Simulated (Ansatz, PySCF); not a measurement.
Noncovalent pair: N-methylmethanimine (SMILES C=NC) (first 8 atoms) with HF (SMILES F); geometry from B3LYP-D3(BJ)/def2-TZVP.
(charge 0, multiplicity 1):
```xyz
10

C     -0.8712     0.9822     0.0853
N     -0.1188     0.1396     0.6432
C      0.5642    -0.8625    -0.1502
H     -1.3765     1.7274     0.6935
H     -1.0415     0.9987    -0.9953
H      0.3436    -0.7810    -1.2197
H      1.6390    -0.7636     0.0099
H      0.2740    -1.8513     0.2085
F      0.2233     0.1814     3.2276
H      0.1023     0.1588     2.2706
```

Counterpoise-corrected where a basis set is named; no monomer relaxation. Rows marked so take none.

Rows in 6-31G* carry no dispersion term and start afresh at each structure (6-31G* with six Cartesian d functions). MP2/6-31G* freezes PySCF's default core.

The values were computed with Ansatz (an electronic-structure program) with Gaussian orbitals; PySCF for 6-31G* rows, the dispersion terms. 

### Question
What is the computed interaction energy (PBE0-D3(BJ)/def2-TZVPPD)?

### Answer
-64 kJ/mol

### Question
Estimate the interaction energy that B3LYP/6-31G* returns for this input.

### Answer
-47 kJ/mol

### Question
Give the interaction energy at the level MP2/6-31G* (no counterpoise).

### Answer
-55 kJ/mol
